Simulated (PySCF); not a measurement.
Compound: C8H11ClO.
Numbering: `[CH2:1]=[CH:2][C@@:3]1([Cl:4])[CH2:5][CH2:6][C@@H:7]2[O:8][C@@H:9]2[CH2:10]1` (hydrogens: H11, H12 on C1; H13 on C2; H14, H15 on C5; H16, H17 on C6; H18 on C7; H19 on C9; H20, H21 on C10)

The calculation used PBE0-D3(BJ)/def2-SVP geometry optimisation, gas phase (PySCF 2.14.0).

(1) List the bond lengths, angles and torsions at this level.

Answers

(1) 
```
   bond  length (Å)   order
  C1=C2       1.333  double
  C2–C3       1.502  single
 C3–Cl4       1.827  single
  C3–C5       1.530  single
  C5–C6       1.526  single
  C6–C7       1.504  single
  C7–O8       1.412  single
  O8–C9       1.416  single
 C9–C10       1.514  single
 C3–C10       1.525  single
  C7–C9       1.469  single
 C1–H11       1.093  single
 C1–H12       1.093  single
 C2–H13       1.096  single
 C5–H14       1.100  single
 C5–H15       1.101  single
 C6–H16       1.102  single
 C6–H17       1.102  single
 C7–H18       1.099  single
 C9–H19       1.099  single
C10–H20       1.099  single
C10–H21       1.100  single
```

Orders are formal, as drawn. A selection of angles:
```
      angle  degrees
  C2–C1–H11    120.9
  C2–C1–H12    122.5
 H11–C1–H12    116.6
   C1–C2–C3    126.7
  C1–C2–H13    119.4
  C3–C2–H13    113.9
  C2–C3–Cl4    105.6
   C2–C3–C5    110.5
  C2–C3–C10    114.8
  Cl4–C3–C5    107.5
 Cl4–C3–C10    107.5
  C5–C3–C10    110.6
   C3–C5–C6    110.8
  C3–C5–H14    109.5
  C3–C5–H15    108.3
  C6–C5–H14    110.6
  C6–C5–H15    110.3
 H14–C5–H15    107.3
   C5–C6–C7    112.2
  C5–C6–H16    110.4
  C5–C6–H17    109.9
  C7–C6–H16    108.1
  C7–C6–H17    109.3
 H16–C6–H17    106.7
   C6–C7–O8    116.5
   C6–C7–C9    120.6
  C6–C7–H18    115.7
   O8–C7–C9     58.8
  O8–C7–H18    114.5
  C9–C7–H18    118.1
   C7–O8–C9     62.6
  O8–C9–C10    115.8
  O8–C9–H19    113.9
 C10–C9–H19    115.8
   C7–C9–O8     58.6
  C7–C9–C10    121.5
  C7–C9–H19    118.0
 C9–C10–H20    111.0
 C9–C10–H21    107.9
  C3–C10–C9    112.8
 C3–C10–H20    109.9
 C3–C10–H21    108.3
H20–C10–H21    106.7
```

Torsions: C1–C2–C3–Cl4 123° (anticlinal); C2–C3–C5–C6 63° (synclinal); C3–C5–C6–C7 50° (synclinal); C5–C6–C7–O8 49° (synclinal); C6–C7–O8–C9 -111° (anticlinal); C7–O8–C9–C10 113° (anticlinal); O8–C9–C10–C3 -83° (synclinal); C2–C3–C10–C9 -80° (synclinal); C6–C7–C9–O8 104° (anticlinal).

O8 (epoxide oxygen) is bent (angle 62.6°). Of the pairs four or more bonds apart, C10···H12 is among the closest relative to their van der Waals radii: 2.65 Å, 91 % of the sum of Bondi's values. The C–C distances run from 1.333 Å (C1=C2, drawn double) to 1.530 Å (C3–C5, drawn single), a spread of 0.197 Å. The 3-membered ring C7–O8–C9 has internal angles of 58.6° to 62.6°. The 6-membered ring C3–C5–C6–C7–C9–C10 has internal angles of 110.6° to 121.5° (sum 689°, against 720° for a flat polygon); it is puckered, 0.21 Å rms from its mean plane, widest ring torsion 65°.

Point group: C1 (no symmetry element, even within 0.4 Å). Not checked by PBE0-D3(BJ)/def2-SVP frequencies. One conformer, not necessarily the lowest.

Time: 1.8 min wall. Hardware: an Arm Neoverse V2 with one thread (shared host). That covers the optimisation of the geometry.
